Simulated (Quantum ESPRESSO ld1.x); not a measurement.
Question: Pd I, 46 electrons, occupied as [Kr] 4d9 6p1 (not the ground configuration). Method: Dirac Kohn-Sham, relativistic LDA (MacDonald-Vosko exchange, VWN5 correlation), spin-unpolarised, spherical densities, point nucleus; open shells are shared between the two j in proportion to 2j + 1; computed with ld1.x of Quantum ESPRESSO 7.5. Some entries of the table are withheld. Estimate them.

orbital,occ.,eigenvalue (eV),<r> (bohr),<r^2> (bohr^2)
1s1/2,2,-24026.7,0.03197,(1)
2s1/2,2,-3519.20,0.1384,0.02263
2p1/2,2,-3269.86,0.1174,0.01692
2p3/2,4,-3111.85,0.1223,0.01825
3s1/2,2,-641.273,(2),0.1657
3p1/2,2,-542.111,0.3721,0.1611
3p3/2,4,-514.543,0.3829,0.1704
3d3/2,4,-337.498,0.3560,0.1514
3d5/2,6,-331.975,0.3595,0.1542
4s1/2,2,-93.6334,0.9458,1.015
4p1/2,2,-62.7925,1.019,1.192
4p3/2,4,-58.2957,1.051,1.269
4d3/2,3.6,-12.3923,1.452,2.585
4d5/2,5.4,-11.9095,1.475,2.669
6p1/2,0.333333,-1.0323,11.28,141.2
6p3/2,0.666667,-1.0034,11.42,145.0

Answer: 
(1) 1s1/2 <r^2> (bohr^2): 0.001381
(2) 3s1/2 <r> (bohr): 0.3804
